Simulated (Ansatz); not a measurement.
GeH$_{7}$NOSi$_{2}$ (`[OH][Ge][N]([SiH3])[SiH3]`), charge 0, multiplicity 1.

(1) Give a relaxed structure at PBE0-D4/def2-TZVP (Ansatz 0.2.0). (Best estimate.)

Results:

(1) The calculation gave: 
Cartesian coordinates in Å:
```
O 0.934 -2.562 -0.950
Ge -0.635 -1.732 -1.119
N -0.313 -0.135 -0.174
Si 1.211 0.346 0.501
Si -1.652 0.967 -0.036
H 1.595 -2.180 -0.362
H 2.065 1.048 -0.492
H 0.983 1.248 1.662
H 1.967 -0.846 0.983
H -2.779 0.409 -0.830
H -1.294 2.311 -0.564
H -2.081 1.127 1.379
```
This is one stationary point; other conformers may exist.
